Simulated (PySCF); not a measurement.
Species: WN(OMe)3, C3H9NO3W (singlet state).
Structure used (PBE0-D3(BJ)/def2-SVP), in Å, numbered top down from 1:
```xyz
17
C3H9NO3W angstrom
W     -0.0001    0.0156   -0.2973
N     -0.0270   -0.0152    1.3704
O      1.6335   -0.8071   -0.7439
C      2.6885   -1.3686   -0.0149
H      2.4876   -1.3293    1.0697
H      3.6208   -0.8200   -0.2270
H      2.8295   -2.4195   -0.3163
O     -0.0881    1.8481   -0.7252
C     -0.1707    3.0367    0.0084
H     -0.1571    2.8361    1.0938
H     -1.1027    3.5677   -0.2461
H      0.6795    3.6903   -0.2468
O     -1.5199   -0.9786   -0.7964
C     -2.5194   -1.6707   -0.1028
H     -2.4257   -1.5186    0.9865
H     -2.4465   -2.7492   -0.3201
H     -3.5107   -1.3182   -0.4317
```

The calculation used PBE0-D3(BJ)/def2-SVP geometry optimisation, gas phase, def2 core potentials past Kr (PySCF).

Question: Which atoms are bound to W1, and at what distances?

Answer: 4 atoms: N2 1.668 Å, O3 1.883 Å, O13 1.883 Å, O8 1.884 Å. The nearest atom not counted as bound is C4, at 3.04 Å (others tie with it).

Question: List the angles at W1.

Answer: 
| angle | degrees | distance of the outer atoms (Å) |
| --- | --- | --- |
| O8–W1–O13 | 114.6 | 3.17 |
| O3–W1–O8 | 114.3 | 3.16 |
| O3–W1–O13 | 114.0 | 3.16 |
| N2–W1–O8 | 104.1 | 2.80 |
| N2–W1–O3 | 104.1 | 2.80 |
| N2–W1–O13 | 104.0 | 2.80 |

Question: What is the shape at W1?

Answer: Distorted tetrahedral: angles from 104.0° to 114.6°; τ4 = (360° − α − β)/141° = 0.93 with α and β the two widest (0 for a square, 1 for a tetrahedron).

Question: What are the other bond lengths?

Answer: O3–C4, O8–C9, O13–C14 1.400 Å; C4–H5 and 8 like bonds 1.103 Å.

Question: Give some angles away from the centre.

Answer: W1–O3–C4 134.9°.

Point group: near C3v, missed by 0.21 Å at most; the miss may be what the optimiser left on a soft mode. Charge 0, singlet. Not checked by PBE0-D3(BJ)/def2-SVP frequencies.

Time: 2.6 min wall; peak memory 0.69 GiB. Hardware: one thread of an Arm Neoverse V1, on a shared host. This is the geometry optimisation.
